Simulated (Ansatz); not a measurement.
GeHMe2Br (C₂H₇BrGe). The state is a triplet with charge 0. Geometry B3LYP-D4/def2-SVP, that of the neutral singlet.

```xyz
11

Ge    0.447    0.173    0.512
H     1.742    0.995    0.688
C     0.712   -1.357   -0.681
H     1.518   -2.001   -0.302
H     0.980   -1.002   -1.689
H    -0.215   -1.946   -0.744
C    -1.063    1.296   -0.027
H    -1.213    2.109    0.698
H    -1.979    0.690   -0.077
H    -0.867    1.734   -1.019
Br   -0.061   -0.691    2.640
```

At PBE-D4/def2-TZVP the gap within one spin of the charge 0 triplet nearly closes, so an electron or hole may be smeared out by delocalisation error. At PBE0-D4/def2-TZVP a singlet of charge 0 lies 6.06 eV below the triplet at the same geometry.

Q: Estimate the α-spin orbital energies around the gap (eV) in Ansatz with PBE-D4/def2-TZVP, r2SCAN-D4/def2-TZVP, PBE0-D4/def2-TZVP.

A: 
```
orbital  PBE-D4/def2-TZVP  r2SCAN-D4/def2-TZVP  PBE0-D4/def2-TZVP
 HOMO−5             -8.89                -9.43             -10.70
 HOMO−4             -8.58                -8.99             -10.21
 HOMO−3             -8.13                -8.52              -9.70
 HOMO−2             -7.91                -8.27              -9.09
 HOMO−1             -7.22                -7.53              -8.45
   HOMO             -1.29                -1.45              -2.12
   LUMO              0.17                 0.72               1.05
 LUMO+1              0.44                 0.92               1.30
 LUMO+2              0.54                 0.99               1.59
 LUMO+3              1.44                 1.90               2.31
 LUMO+4              1.87                 2.57               2.77
 LUMO+5              1.96                 2.71               2.97
 β HOMO             -6.93                -7.22              -8.14
 β LUMO             -6.97                -6.98              -6.33
```
